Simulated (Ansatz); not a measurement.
C2H6OSi can be A, `C=C(O)[SiH3]`, or B, `O/C=C/[SiH3]`.

Isolated molecules relaxed with PBE0-D4/def2-TZVP in Ansatz; ΔE leaves out vibrations. CCSD(T)/CBS adds triple-zeta CCSD(T) − MP2 to the extrapolated MP2 energy (def2 sets, frozen cores). Functionals use def2-TZVPP. B3LYP here is the variant with VWN-RPA as its local correlation; programs differ in this. Each species was taken in one conformer, which may not be the lowest.

A:

Z-matrix (Å, degrees):
```
Si
C 1 1.875
H 1 1.489 2 109.7
H 1 1.489 2 109.7 3 -117.4
H 1 1.482 2 109.4 3 121.3
O 2 1.368 1 119.8 3 58.7
C 2 1.332 1 121.2 3 -121.3
H 6 0.960 2 110.6 1 -0.0
H 7 1.085 2 121.4 1 180.0
H 7 1.081 2 120.3 1 -0.0
```

B:

Z-matrix (Å, degrees):
```
Si
C 1 1.844
H 1 1.489 2 111.7
H 1 1.489 2 111.7 3 -119.9
H 1 1.488 2 108.5 3 120.1
C 2 1.334 1 121.6 3 -120.1
H 2 1.090 1 120.0 3 59.9
O 6 1.345 2 127.2 1 180.0
H 6 1.086 2 122.5 1 0.0
H 8 0.964 6 109.2 2 0.0
```

Question: Which isomer does CCSD(T)/CBS put lower? Give the gap. (An estimate is asked.)

Answer: Computed: B, by 23.8 kJ/mol.

Question: Give E(B) − E(A) in kJ/mol with r2SCAN-D4, CCSD(T)/def2-TZVPP, ωB97M-V, B3LYP-D4, B3LYP, CCSD/def2-TZVPP, LDA (SPW92). (Estimate.)

Answer: Computed: r2SCAN-D4 -26.5, CCSD(T)/def2-TZVPP -25.2, ωB97M-V -25.2, B3LYP-D4 -24.0, B3LYP -25.6, CCSD/def2-TZVPP -25.9, LDA (SPW92) -25.0. None reverses the order clearly.

Question: Does the order hold for the free energy at 298.15 K (harmonic terms from PBE0-D4)? (Estimate.)

Answer: The calculation gave: Yes: G(B) − G(A) = -18.2 kJ/mol, for one conformer each. Modes under 60 cm⁻¹, often nearly free rotors, make the harmonic entropy too high.

Largest T1 diagnostic: 0.013.

At CCSD(T), def2-SVP lies −5.0 kJ/mol from the extrapolated value and def2-TZVPP −1.4 kJ/mol. In def2-TZVPP, CCSD(T) changes the Hartree–Fock value by +5.8 kJ/mol (the triples alone add +0.7 kJ/mol) and MP2 by +3.5 kJ/mol.
